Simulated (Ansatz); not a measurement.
Ansatz (an electronic-structure program) input:

Ansatz 0.2 input:
```yaml
crystal:
  periodic: [false, false, false]
  atoms:
    - {symbol: C, position_ang: [-0.91574716, 0.16852964, 0.03863765]}
    - {symbol: C, position_ang: [0.35940809, -0.59896725, -0.26057282]}
    - {symbol: N, position_ang: [1.45799499, -0.07218680, 0.33757873]}
    - {symbol: C, position_ang: [2.42357963, 0.21935872, 0.96136371]}
    - {symbol: H, position_ang: [-0.96717390, 1.20791397, -0.36624997]}
    - {symbol: H, position_ang: [-1.06121505, 0.25121691, 1.12164961]}
    - {symbol: H, position_ang: [-1.78001552, -0.36845668, -0.37376829]}
    - {symbol: H, position_ang: [0.52432682, -0.68424718, -1.35720828]}
basis:
  gaussian:
    orbitals: def2-TZVP
hamiltonian:
  xc: b3lyp
  dispersion: d3bj
total_charge: -1
relax: {f_tol: 0.002, max_steps: 150}
```

Which total energy does the run end on?

-171.48596 Eh (B3LYP-D3(BJ)/def2-TZVP). The basis has 148 functions. The run takes about 60 core-seconds (a rough figure).

It need not be the lowest isomer of its formula. Whether it binds its extra electron was not tested at this geometry.
